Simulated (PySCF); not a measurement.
BF2, SMILES F[B]F (connectivity only; charge and spin as stated), charge +1, multiplicity 1.

Geometry: ωB97X-D3(BJ)/def2-TZVP. The spin state was assumed, not searched. The isomer is the one that the SMILES or the coordinates give; other isomers of the formula were not compared.

Two levels are set side by side: TDDFT-PBE/def2-TZVPD (PySCF) and TDDFT-PBE0/def2-TZVPD (PySCF). Vertical, same geometry. The lowest singlet is HOMO→LUMO 100 % with PBE and HOMO→LUMO+2 50 %, HOMO−1→LUMO+1 50 % with the other functional; states are paired by order. Differences are taken from unrounded values.

```csv
quantity,TDDFT-PBE
lowest singlet excitation (eV),11.15
lowest triplet excitation (TDA) (eV),10.51
first bright state (f over 0.05) (eV),12.74
its oscillator strength,0.09
```

These are the TDDFT-PBE values. What does TDDFT-PBE0 give? (The exact figures need the calculation; the answer reports its results.)


```csv
quantity,TDDFT-PBE0,TDDFT-PBE minus TDDFT-PBE0
lowest singlet excitation (eV),11.96,-0.81
lowest triplet excitation (TDA) (eV),11.15,-0.63
first bright state (f over 0.05) (eV),13.62,-0.88
its oscillator strength,0.10,-0.01
```

Functionals without exact exchange tend to place singlet excitations lower, as here. Differences between two approximate levels are no errors against the true value.

Rough cost on one machine, each run with all the roots and properties that it gave: TDDFT-PBE0 against TDDFT-PBE about 2 times.
